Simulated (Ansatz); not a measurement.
Ca(Cl)2 cation (CaCl2), SMILES [Cl][Ca][Cl] (connectivity only; charge and spin as stated), charge +1, multiplicity 2.

Geometry optimised at PBE-D3(BJ)/def2-TZVP. The spin state was assumed, not searched. The isomer is the one that the SMILES or the coordinates give; other isomers of the formula were not compared.

Two levels are set side by side: PBE/def2-TZVPD (Ansatz, a program for electronic structure) and PBE0/def2-TZVPD (Ansatz). Energy differences of separate SCF runs at the same geometry; the states with an electron removed or added have multiplicity 1 and 1. Differences are taken from unrounded values.

| quantity | PBE0 |
|---|---|
| vertical ionisation energy (eV) | 15.66 |
| vertical electron affinity (eV) | 7.62 |

Task: What does PBE give, and how far is it from PBE0? (Estimate from the structure and the level; the computed values follow.)

Result: 
```
quantity                           PBE  PBE minus PBE0
-------------------------------  -----  --------------
vertical ionisation energy (eV)  15.38           -0.28
vertical electron affinity (eV)   7.55           -0.07
```

On these quantities the two levels nearly agree.
